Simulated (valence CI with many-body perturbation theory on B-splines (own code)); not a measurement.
The numbers below are computed, except where a source is named.
# Zr⁺: what each term of the Hamiltonian does

Level of theory: relativistic CI+MBPT: three valence electrons over a frozen Dirac-Fock core [Kr], radial functions for each j: 9 s, 9 p, 10 d, 8 f, 5 g, 3 h, 1 i, with the one-electron correlation potential Σ1, the two-electron term Σ2, the three-electron term Σ3, Breit, model QED; selected CI, second order for the rest (own B-spline code, finite nucleus).

Set against measurement, 26 paired levels are off by 278 cm⁻¹ on average, the worst by 664. These come from a selection out of the NIST Handbook of Basic Atomic Spectroscopic Data. Levels without a partner in it may be off by more, other configurations by 1,000 to 4,000 cm⁻¹.

Each rung adds one term. CI alone is the Dirac-Coulomb CI over the frozen core; QED comes last and gives the full result, which names the levels. Energies are above 4d2 5s 4F_3/2 on the same rung, in cm⁻¹. A blank means that the level has no clear partner on that rung.

Names give the largest LS component (configuration and term), which can be under half, so a name can repeat, a term be missing and a line seem to break the LS rules; names also repeat where a configuration has a term twice.

```csv
Level,CI alone
4d2 5s 4F_5/2,249
4d2 5s 4F_7/2,602
4d2 5s 4F_9/2,1041
4d3 4F_3/2,8374
4d3 4F_5/2,8597
4d3 4F_7/2,8894
4d3 4F_9/2,9234
4d2 5s 2D_5/2,2681
4d3 2P_1/2,7773
4d2 5s 2F_5/2,5030
4d2 5s 2F_7/2,5705
4d2 5s 4P_1/2,7393
4d2 5s 4P_3/2,7558
4d2 5s 4P_5/2,7801
4d3 4P_1/2,15041
```

Question: What do these energies become with core correlation, Breit and QED?

Answer: 4d2 5s 4F_5/2 314 (+65); 4d2 5s 4F_7/2 763 (+160); 4d2 5s 4F_9/2 1323 (+282); 4d3 4F_3/2 1923 (-6452); 4d3 4F_5/2 2236 (-6361); 4d3 4F_7/2 2636 (-6258); 4d3 4F_9/2 3097 (-6137); 4d2 5s 2D_5/2 4638 (+1957); 4d3 2P_1/2 5581 (-2192); 4d2 5s 2F_5/2 5732 (+702); 4d2 5s 2F_7/2 6432 (+727); 4d2 5s 4P_1/2 7901 (+507); 4d2 5s 4P_3/2 8123 (+565); 4d2 5s 4P_5/2 8445 (+645); 4d3 4P_1/2 9196 (-5845).

Question: How does the ionisation energy move along the ladder, and which term matters most?

Answer: CI alone 12.550, + Σ1 13.017, + Σ2 12.962, + Σ3 12.945, + Breit 12.941, + QED 12.936 eV. The largest step is Σ1, 0.467 eV. NIST lists 13.13 eV (measured), further off than its uncertainty and the later steps.
